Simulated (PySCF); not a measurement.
## Electron correlation in Sc⁺ (scandium, charge +1)

[Ar] 3d1 4s1, high-spin 3D determinant. Calculation: PySCF 2.14, in def2-QZVPPD (11s6p5d3f2g, 93 functions); no relativity, point nucleus. Frozen: [Ne]; 10 electrons correlated.

```tsv
level	correlation energy (mhartree)
CCSD	-263.74
(T)	-6.77
CCSD(T)	-270.51
```

Diagnostics: T1 = 0.010, D1 = 0.0415, largest double amplitude 0.021.

Cost of the coupled-cluster step: of the order of 80 core-seconds, for 10 correlated electrons.

This basis was not built for core-valence correlation, so the inner-shell part is incomplete.
